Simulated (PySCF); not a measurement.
A mixed set of molecules.

All values: CAM-B3LYP/def2-SVPD (PySCF) at GFN2-xTB geometries, gas phase, one conformer each. Core orbitals are frozen in the response; Δα² is half the sum of the squared differences of the principal polarisabilities.

(1) Rank by HOMO–LUMO gap, lowest first.
A. `FC(F)(F)C1=PC=PC=C1`
B. `[SiH3][SiH2]c1ccccn1`
C. `CC/C(Cl)=C\C(=O)Cl`
D. `OC/C=C\C(F)(F)F`
E. `C#CPC`

(2) Rank by HOMO energy, lowest first.
A. `CC/C(=C/Cl)C(=O)Cl`
B. `OC/C=C\C(F)(F)F`
C. `C#CPC`
D. `[SiH3][SiH2]c1ncccc1`
E. `FC(F)(F)c1ccpcp1`
F. `CC/C(Cl)=C\C(=O)Cl`

(3) Rank by polarisability anisotropy Δα, highest first.
A. `C#CPC`
B. `[OH:1][CH2:2]/[CH:3]=[CH:4]\[C:5]([F:6])([F:7])[F:8]` with H–O1–C2–C3 70°, O1–C2–C3–C4 -104°
C. `FC(F)(F)C1=PC=PC=C1`
D. `[CH3:1][CH2:2]/[C:3]([Cl:4])=[CH:5]\[C:6](=[O:7])[Cl:8]` with C1–C2–C3–Cl4 -86°, C3–C5–C6–O7 -4°
E. `[CH3:1][CH2:2]/[C:3](=[CH:4]/[Cl:5])[C:6](=[O:7])[Cl:8]` with C1–C2–C3–C4 -1°, C2–C3–C6–O7 178°

## Answers

(1) A (7.30 eV), C (8.07 eV), B (8.60 eV), E (9.15 eV), D (9.73 eV).

(2) B (-9.81 eV), F (-9.45 eV), A (-9.23 eV), E (-8.98 eV), D (-8.65 eV), C (-8.31 eV).

(3) C (8.84 Å³), D (8.34 Å³), E (7.67 Å³), A (4.46 Å³), B (2.95 Å³).

All values together:

```json
{"SMILES": "OC/C=C\\C(F)(F)F", "formula": "C4H5F3O", "μ (D)": "1.72", "HOMO (eV)": "-9.81", "LUMO (eV)": "-0.08", "α (Å³)": "8.32", "Δα (Å³)": "2.95", "electrons": "64", "α per electron (Å³)": "0.130"}
{"SMILES": "[SiH3][SiH2]c1ccccn1", "formula": "C5H9NSi2", "μ (D)": "2.40", "HOMO (eV)": "-8.65", "LUMO (eV)": "-0.05", "α (Å³)": "17.71", "Δα (Å³)": "7.64", "electrons": "74", "α per electron (Å³)": "0.239"}
{"SMILES": "CC/C(=C/Cl)C(=O)Cl", "formula": "C5H6Cl2O", "μ (D)": "3.95", "HOMO (eV)": "-9.23", "LUMO (eV)": "-1.25", "α (Å³)": "13.72", "Δα (Å³)": "7.67", "electrons": "78", "α per electron (Å³)": "0.176"}
{"SMILES": "C#CPC", "formula": "C3H5P", "μ (D)": "1.16", "HOMO (eV)": "-8.31", "LUMO (eV)": "0.85", "α (Å³)": "8.97", "Δα (Å³)": "4.46", "electrons": "38", "α per electron (Å³)": "0.236"}
{"SMILES": "FC(F)(F)c1ccpcp1", "formula": "C5H3F3P2", "μ (D)": "2.47", "HOMO (eV)": "-8.98", "LUMO (eV)": "-1.68", "α (Å³)": "15.84", "Δα (Å³)": "8.84", "electrons": "90", "α per electron (Å³)": "0.176"}
{"SMILES": "CC/C(Cl)=C\\C(=O)Cl", "formula": "C5H6Cl2O", "μ (D)": "2.56", "HOMO (eV)": "-9.45", "LUMO (eV)": "-1.38", "α (Å³)": "14.18", "Δα (Å³)": "8.34", "electrons": "78", "α per electron (Å³)": "0.182"}
```

Conformers: `[OH:1][CH2:2]/[CH:3]=[CH:4]\[C:5]([F:6])([F:7])[F:8]` with H–O1–C2–C3 70°, O1–C2–C3–C4 -104°; `[SiH3:1][SiH2:2][c:3]1[cH:4][cH:5][cH:6][cH:7][n:8]1` with Si1–Si2–C3–C4 113°; `[CH3:1][CH2:2]/[C:3](=[CH:4]/[Cl:5])[C:6](=[O:7])[Cl:8]` with C1–C2–C3–C4 -1°, C2–C3–C6–O7 178°; `[CH3:1][CH2:2]/[C:3]([Cl:4])=[CH:5]\[C:6](=[O:7])[Cl:8]` with C1–C2–C3–Cl4 -86°, C3–C5–C6–O7 -4°.

Problem. How closely does the mean polarisability follow the number of electrons in this set?

Solution. The correlation coefficient is 0.74; α per electron runs from 0.130 to 0.239 Å³.
